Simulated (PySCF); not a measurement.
The dipole of `C=Cc1cc(Cl)cc(SC)c1` from its density and from atomic charges.

Coordinates (GFN2-xTB, Å) and charges (e) from the PBE0/pcSseg-1 density (PySCF):

| atom | x | y | z | Mulliken | IAO | Hirshfeld | ESP-fitted |
| --- | --- | --- | --- | --- | --- | --- | --- |
| C1 | -3.829 | -0.633 | -0.182 | -0.1051 | -0.3033 | -0.0906 | -0.4417 |
| C2 | -2.618 | -1.040 | 0.181 | -0.1353 | -0.1366 | -0.0424 | -0.1518 |
| C3 | -1.363 | -0.330 | -0.038 | -0.2288 | +0.0162 | +0.0063 | +0.0709 |
| C4 | -1.314 | 0.981 | -0.522 | +0.1553 | -0.1762 | -0.0667 | +0.1176 |
| C5 | -0.090 | 1.589 | -0.710 | -0.2529 | +0.0073 | +0.0177 | -0.4244 |
| Cl6 | -0.033 | 3.214 | -1.308 | -0.0871 | -0.0365 | -0.0337 | -0.0313 |
| C7 | 1.105 | 0.944 | -0.436 | +0.1561 | -0.1932 | -0.0777 | +0.3206 |
| C8 | 1.059 | -0.355 | 0.050 | -0.3654 | -0.0921 | -0.0135 | -0.1239 |
| S9 | 2.493 | -1.301 | 0.452 | +0.1005 | +0.1637 | +0.0275 | -0.1116 |
| C10 | 3.874 | -0.182 | 0.085 | -0.4047 | -0.5084 | -0.1125 | -0.3977 |
| C11 | -0.168 | -0.980 | 0.248 | +0.0824 | -0.1681 | -0.0620 | -0.2433 |
| H12 | -4.701 | -1.231 | 0.018 | +0.1237 | +0.1593 | +0.0519 | +0.1971 |
| H13 | -4.004 | 0.297 | -0.695 | +0.1247 | +0.1464 | +0.0487 | +0.1913 |
| H14 | -2.511 | -1.995 | 0.679 | +0.0903 | +0.1491 | +0.0496 | +0.1573 |
| H15 | -2.218 | 1.522 | -0.741 | +0.0882 | +0.1611 | +0.0477 | +0.1149 |
| H16 | 2.034 | 1.463 | -0.601 | +0.0888 | +0.1606 | +0.0437 | +0.0577 |
| H17 | 3.811 | 0.703 | 0.711 | +0.1622 | +0.1602 | +0.0496 | +0.1430 |
| H18 | 3.873 | 0.076 | -0.970 | +0.1622 | +0.1601 | +0.0497 | +0.1457 |
| H19 | 4.773 | -0.740 | 0.327 | +0.1657 | +0.1765 | +0.0594 | +0.2077 |
| H20 | -0.178 | -1.991 | 0.628 | +0.0790 | +0.1540 | +0.0475 | +0.2017 |

**Question.** Compute μ = Σ q r for each scheme (1 e·Å = 4.803 D) and compare with the dipole of the full density.

**Answer.** The full density gives (0.73, -0.56, 0.22) D, 0.95 D in size; dipole vectors point from the negative to the positive end.

| scheme | μx | μy | μz | size (D) | share of the full size (%) | angle to the full dipole (°) |
| --- | --- | --- | --- | --- | --- | --- |
| Mulliken | 0.22 | -1.40 | 0.39 | 1.47 | 156 | 43 |
| IAO | 0.91 | -1.62 | 0.64 | 1.97 | 208 | 23 |
| Hirshfeld | 0.75 | -0.87 | 0.34 | 1.20 | 126 | 12 |
| ESP-fitted | 0.78 | -0.61 | 0.26 | 1.02 | 108 | 2 |

**Question.** Which set comes closest?

**Answer.** Length of the difference vector: ESP-fitted 0.08 D, Hirshfeld 0.34 D, Mulliken 1.01 D, IAO 1.16 D. Closest: ESP-fitted. ESP charges are fitted to the potential around the molecule, whose slowest-falling term is the dipole's. 

**Question.** What is left for the Hirshfeld atoms' own dipoles?

**Answer.** The Hirshfeld atoms' densities add up to the full density, so μ = Σ q r + Σ (atomic dipoles). The atomic dipoles sum to (0.73, -0.56, 0.22) − (0.75, -0.87, 0.34) = (-0.02, 0.31, -0.12) D, 0.34 D in size.

**Question.** With the origin at the mean of the coordinates, (0.000, 0.001, -0.141) Å, which are the largest single terms, by size, of the Hirshfeld dipole along the direction of the full one?

**Answer.** C10 -1.71, H19 +1.21, C1 +1.13, H13 -0.80, H12 -0.72 D; all 20 atoms together +1.17 D. The single terms depend on the origin, their sum doesn't.

**Question.** Give the size of the full dipole in other units.

**Answer.** 0.95 D = 0.372 au = 0.197 e·Å = 3.16 × 10⁻³⁰ C·m.

Isolated species at its GFN2-xTB geometry (one conformer only).

The run behind these numbers computed NMR shieldings as well. Time: 40 s of wall time. Hardware: one thread, x86-64 server (shared host).

The values belong to the conformer `[CH2:1]=[CH:2][c:3]1[cH:4][c:5]([Cl:6])[cH:7][c:8]([S:9][CH3:10])[cH:11]1`: C1–C2–C3–C4 9°, C7–C8–S9–C10 0°.
